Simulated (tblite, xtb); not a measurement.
C₂ (SMILES [C]=[C]), singlet, at a GFN2-xTB geometry. Base run: GFN1-xTB run with xtb.

Input for xtb:
```
$ xtb mol.xyz --gfn 1 --json

# file mol.xyz
2

C     -0.00000000    -0.00000000    -0.58034761
C      0.00000000     0.00000000     0.58034761
```

Programs used: tblite, xtb; a row that names a program was run with it.

Each row names what was changed in the base input (with any setting that the change needs).

| change | ΔE vs base (kJ/mol) | HOMO-LUMO gap (eV) | G_solv (kcal/mol) | SCF cycles |
|---|---|---|---|---|
| base | 0.00 | 2.79 | - | 5 |
| program = tblite; method = gfn1; option = --grad | 0.00 | - | - | - |
| program = tblite; method = gfn1; option = (--efield, 0,0,0.1) | -0.18 | - | - | - |
| gbsa = acetonitrile | -8.21 | 2.79 | -1.96 | 5 |
| etemp = 3000 | -0.68 | 2.79 | - | 5 |
| alpb = acetonitrile | -8.39 | 2.79 | -2.01 | 5 |
| acc = 1000 | 0.00 | 2.79 | - | 4 |

ALPB and GBSA are two models with their own fitted parameters for each solvent, which aren't always the measured dielectric constant.
